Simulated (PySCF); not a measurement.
Compound: C₆H₉Al.
Atom-mapped SMILES: `[CH2:1]=[CH:2][Al:3]([CH:4]=[CH2:5])[CH:6]=[CH2:7]` (hydrogens: H8, H9 on C1; H10 on C2; H11 on C4; H12, H13 on C5; H14 on C6; H15, H16 on C7)

Cartesian coordinates in Å at the PBE0-D3(BJ)/def2-SVP level; atoms count from 1:
```xyz
16
C6H9Al angstrom
C     -1.522   -2.187   -1.106
C     -0.312   -1.807   -0.663
Al     0.001    0.005   -0.015
C      1.766    0.517    0.635
C      2.780   -0.364    0.661
C     -1.451    1.304   -0.008
C     -1.266    2.552    0.457
H     -2.381   -1.504   -1.123
H     -1.730   -3.200   -1.477
H      0.473   -2.577   -0.693
H      1.999    1.526    1.003
H      3.785   -0.109    1.024
H      2.661   -1.400    0.319
H     -2.463    1.075   -0.372
H     -2.064    3.306    0.478
H     -0.297    2.890    0.846
```

Method: PySCF, TDDFT CAM-B3LYP/def2-SVPD, vertical, gas phase, core orbitals frozen in the response.

Frontier orbitals with the atoms that hold most of them (Löwdin shares over 4%, at most four atoms; ? is withheld):

```
orbital  ε (eV)                            atoms
 HOMO-3   -9.19  C2 23%, C6 23%, Al3 16%, C7 10%
 HOMO-2   -9.19   C4 30%, Al3 16%, C5 11%, C6 9%
 HOMO-1   -9.11     C1 28%, C2 28%, C4 7%, C5 7%
   HOMO   -9.10   C6 21%, C7 21%, C5 21%, C4 21%
   LUMO       ?                                ?
 LUMO+1    0.82     Al3 62%, C1 5%, C5 5%, C7 5%
 LUMO+2    1.00   C2 23%, C1 19%, C7 16%, C6 14%
```

**Question.** Give the leading atoms of the LUMO.

**Answer.** Al3 (bonded to 3 C) 31%; C7 (bonded to C and 2 H) 11%; C1 (bonded to C and 2 H) 11%; C5 (bonded to C and 2 H) 11%. By element: carbon 32% or more, aluminium 31%.

**Question.** What is the LUMO energy, and the HOMO–LUMO gap?

**Answer.** ε(LUMO) = -0.53 eV; the gap is 8.58 eV (0.3152 hartree).

Within 0.005 eV of a neighbour in this list lie HOMO-3/HOMO-2 and HOMO-1/HOMO.

**Question.** How does S1 compare with the orbital gap of 8.58 eV?

**Answer.** S1 is at 5.11 eV (f = 0.0000), 3.46 eV below the gap, made of HOMO-3/HOMO-2→LUMO (≥90%). S1/S2 lie within about 0.01 eV of each other. Its leading pair isn't HOMO and LUMO; the energies of that pair differ by 8.66 eV. 

Next come S2 at 5.11 eV (f 0.0000), HOMO-3/HOMO-2→LUMO (≥90%); S3 at 5.92 eV (f 0.267), HOMO-1/HOMO→LUMO (97%); S4 at 5.92 eV (f 0.268), HOMO-1/HOMO→LUMO (98%); S5 at 6.18 eV (f 0.0018), HOMO-3/HOMO-2→LUMO+3 (≥41%), HOMO-3/HOMO-2→LUMO+2 (≥41%), HOMO-5→LUMO (10%).

Orbitals of the list HOMO-3 to LUMO+2 that lie within 0.01 eV of each other are written together with a slash and their weights summed (≥ marks a lower bound); for degenerate orbitals outside that list single weights are arbitrary.

One conformer stands for the species.
